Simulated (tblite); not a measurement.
Species: C6H14NPSi.
Bonds: C1–C2, C2–C3, C2–C4, C4–C5, C5–N6 (triple), C2–C7, C7–Si8, Si8–P9. Hydrogens: H10, H11, H12 on C1; H13, H14, H15 on C3; H16, H17 on C4; H18, H19 on C7; H20, H21 on Si8; H22, H23 on P9.

Computed with GFN2-xTB (tblite), gas phase: L-BFGS steps from a force-field or distance-geometry start until the largest atomic force falls under 0.01 eV/Å.

Step 8: E = -738.0190 eV
```
atom  x, y, z in Å  |  force x, y, z in eV/Å
C1     -1.6636   -0.7027    1.4065    0.027  -0.016   0.009
C2     -0.9255   -0.1856    0.1642   -0.062   0.021   0.021
C3     -1.5431   -0.8428   -1.0693    0.060  -0.043   0.018
C4     -1.1514    1.3351    0.0460   -0.007  -0.003  -0.076
C5     -0.5814    2.0898    1.1225    0.112   0.135   0.210
N6     -0.1454    2.7215    1.9711    0.015  -0.094  -0.021
C7      0.5591   -0.5468    0.3080    0.028   0.012  -0.019
Si8     1.8058   -0.0205   -1.0404   -0.070   0.044  -0.005
P9      3.8421   -0.7421   -0.4159   -0.035   0.088   0.014
H10    -2.7214   -0.4462    1.3691    0.024   0.000   0.006
H11    -1.5788   -1.7870    1.4556   -0.019   0.026   0.055
H12    -1.2388   -0.2820    2.3171   -0.029   0.010  -0.040
H13    -1.1101   -0.4523   -1.9859    0.023   0.020  -0.008
H14    -2.6178   -0.6714   -1.0882    0.012   0.005  -0.040
H15    -1.3724   -1.9150   -1.0394   -0.001  -0.048  -0.037
H16    -0.7225    1.7171   -0.8847   -0.018  -0.073  -0.028
H17    -2.2275    1.5418    0.0439    0.027  -0.024  -0.061
H18     0.9189   -0.1501    1.2615   -0.022   0.022   0.022
H19     0.6138   -1.6351    0.3952    0.054  -0.015   0.031
H20     1.4932   -0.6797   -2.3178    0.030   0.058   0.008
H21     1.7936    1.4394   -1.2191   -0.028  -0.008  -0.049
H22     4.5286    0.0188   -1.3461   -0.057  -0.069  -0.043
H23     4.0398    0.2228    0.5561   -0.065  -0.051   0.033
```

Step 9: E = -738.0224 eV
```
atom  x, y, z in Å  |  force x, y, z in eV/Å
C1     -1.6630   -0.7024    1.4057    0.022  -0.014   0.026
C2     -0.9250   -0.1863    0.1634   -0.077   0.020   0.036
C3     -1.5414   -0.8450   -1.0698    0.067  -0.015   0.030
C4     -1.1500    1.3361    0.0457   -0.001  -0.056  -0.076
C5     -0.5774    2.0861    1.1268    0.064   0.143   0.116
N6     -0.1423    2.7197    1.9745    0.014  -0.117  -0.025
C7      0.5589   -0.5460    0.3089    0.025   0.021  -0.024
Si8     1.8033   -0.0162   -1.0406   -0.092   0.019   0.020
P9      3.8335   -0.7414   -0.4166    0.016   0.059   0.026
H10    -2.7204   -0.4453    1.3689    0.008  -0.002  -0.001
H11    -1.5790   -1.7867    1.4584   -0.015   0.032   0.047
H12    -1.2390   -0.2790    2.3152   -0.022   0.007  -0.028
H13    -1.1064   -0.4494   -1.9832    0.020  -0.008  -0.025
H14    -2.6154   -0.6694   -1.0887    0.009  -0.018  -0.047
H15    -1.3705   -1.9184   -1.0402   -0.011  -0.001  -0.044
H16    -0.7181    1.7103   -0.8891   -0.054  -0.049   0.054
H17    -2.2287    1.5383    0.0430    0.098   0.003  -0.060
H18     0.9137   -0.1472    1.2633    0.003   0.018   0.019
H19     0.6143   -1.6343    0.3970    0.064  -0.011   0.028
H20     1.4972   -0.6751   -2.3175    0.010   0.040  -0.021
H21     1.7911    1.4406   -1.2243   -0.031   0.037  -0.046
H22     4.5237    0.0165   -1.3455   -0.052  -0.065  -0.053
H23     4.0362    0.2216    0.5549   -0.065  -0.039   0.049
```

Step 10: E = -738.0249 eV
```
atom  x, y, z in Å  |  force x, y, z in eV/Å
C1     -1.6625   -0.7023    1.4054    0.002  -0.004   0.031
C2     -0.9254   -0.1866    0.1635   -0.043  -0.002   0.035
C3     -1.5392   -0.8470   -1.0699    0.044   0.012   0.018
C4     -1.1486    1.3366    0.0452    0.017  -0.071  -0.024
C5     -0.5742    2.0848    1.1304   -0.003   0.083  -0.021
N6     -0.1389    2.7174    1.9783    0.027  -0.101   0.005
C7      0.5589   -0.5452    0.3094    0.004   0.016  -0.002
Si8     1.7999   -0.0126   -1.0406   -0.077   0.004   0.029
P9      3.8273   -0.7396   -0.4167    0.024   0.009   0.027
H10    -2.7193   -0.4447    1.3689   -0.010  -0.002  -0.006
H11    -1.5795   -1.7861    1.4615   -0.007   0.021   0.038
H12    -1.2396   -0.2767    2.3134   -0.007   0.013  -0.001
H13    -1.1035   -0.4475   -1.9816    0.020  -0.030  -0.025
H14    -2.6131   -0.6684   -1.0902    0.015  -0.035  -0.049
H15    -1.3693   -1.9212   -1.0417   -0.012   0.032  -0.042
H16    -0.7159    1.7046   -0.8920   -0.057  -0.021   0.087
H17    -2.2282    1.5358    0.0409    0.119   0.026  -0.051
H18     0.9100   -0.1448    1.2648    0.019   0.014   0.009
H19     0.6161   -1.6338    0.3989    0.063   0.005   0.022
H20     1.5003   -0.6710   -2.3175   -0.005   0.024  -0.043
H21     1.7887    1.4419   -1.2290   -0.034   0.068  -0.042
H22     4.5192    0.0134   -1.3465   -0.043  -0.048  -0.058
H23     4.0322    0.2199    0.5553   -0.057  -0.014   0.062
```

Step 11: E = -738.0277 eV
```
atom  x, y, z in Å  |  force x, y, z in eV/Å
C1     -1.6621   -0.7022    1.4056   -0.026   0.008   0.031
C2     -0.9263   -0.1872    0.1643    0.014  -0.033   0.025
C3     -1.5363   -0.8487   -1.0699    0.007   0.036  -0.006
C4     -1.1466    1.3359    0.0448    0.036  -0.059   0.047
C5     -0.5711    2.0847    1.1333   -0.065  -0.007  -0.155
N6     -0.1343    2.7130    1.9829    0.043  -0.069   0.041
C7      0.5586   -0.5441    0.3103   -0.019   0.004   0.033
Si8     1.7949   -0.0084   -1.0402   -0.034   0.000   0.020
P9      3.8208   -0.7376   -0.4163    0.007  -0.045   0.022
H10    -2.7184   -0.4442    1.3688   -0.032  -0.002  -0.007
H11    -1.5802   -1.7852    1.4657    0.001   0.000   0.029
H12    -1.2403   -0.2738    2.3116    0.009   0.023   0.033
H13    -1.0998   -0.4461   -1.9804    0.023  -0.047  -0.019
H14    -2.6102   -0.6680   -1.0928    0.020  -0.047  -0.046
H15    -1.3683   -1.9237   -1.0442   -0.005   0.055  -0.033
H16    -0.7145    1.6980   -0.8938   -0.035   0.012   0.083
H17    -2.2256    1.5338    0.0376    0.097   0.050  -0.034
H18     0.9064   -0.1420    1.2664    0.034   0.011  -0.002
H19     0.6194   -1.6330    0.4013    0.057   0.024   0.015
H20     1.5036   -0.6659   -2.3184   -0.020   0.012  -0.056
H21     1.7854    1.4445   -1.2349   -0.038   0.081  -0.033
H22     4.5135    0.0092   -1.3488   -0.031  -0.024  -0.056
H23     4.0267    0.2179    0.5571   -0.043   0.018   0.069
```

**Question.** Estimate the geometry and energy of step 12. (The exact step hangs on the optimiser's Hessian estimate; all steps are aligned on step 11, rigid shifts and turns removed.)

**Answer.** E = -738.0309 eV, largest force 0.256 eV/Å
```
atom  x, y, z in Å  |  force x, y, z in eV/Å
C1     -1.6622   -0.7020    1.4066   -0.049   0.016   0.030
C2     -0.9271   -0.1887    0.1658    0.063  -0.056   0.012
C3     -1.5327   -0.8500   -1.0700   -0.030   0.047  -0.032
C4     -1.1436    1.3338    0.0452    0.041  -0.028   0.095
C5     -0.5681    2.0849    1.1345   -0.093  -0.088  -0.222
N6     -0.1288    2.7059    1.9878    0.048  -0.038   0.055
C7      0.5579   -0.5428    0.3120   -0.024  -0.010   0.059
Si8     1.7884   -0.0034   -1.0395    0.025   0.006  -0.005
P9      3.8135   -0.7361   -0.4152   -0.022  -0.080   0.015
H10    -2.7179   -0.4436    1.3684   -0.051  -0.002  -0.005
H11    -1.5809   -1.7840    1.4710    0.008  -0.023   0.023
H12    -1.2410   -0.2700    2.3100    0.018   0.030   0.063
H13    -1.0950   -0.4454   -1.9793    0.028  -0.053  -0.012
H14    -2.6066   -0.6685   -1.0967    0.015  -0.048  -0.041
H15    -1.3670   -1.9254   -1.0477    0.007   0.060  -0.019
H16    -0.7134    1.6906   -0.8942    0.008   0.046   0.048
H17    -2.2206    1.5323    0.0332    0.038   0.066  -0.012
H18     0.9029   -0.1384    1.2684    0.047   0.010  -0.008
H19     0.6243   -1.6316    0.4045    0.048   0.033   0.010
H20     1.5070   -0.6597   -2.3205   -0.035   0.005  -0.053
H21     1.7807    1.4493   -1.2424   -0.041   0.069  -0.019
H22     4.5061    0.0038   -1.3523   -0.022  -0.003  -0.042
H23     4.0195    0.2159    0.5603   -0.026   0.041   0.061
```

The energy changes by -0.0032 eV. The first-order estimate −F·Δx gives -0.0043 eV and the mean of the old and new forces, exact on a quadratic surface, -0.0032 eV. The step makes an angle of 66° with the force vector and moves no atom by more than 0.010 Å.

The cost below is that of the whole relaxation. The run took 0.56 s wall on Arm Neoverse V1, one thread, on a shared host.
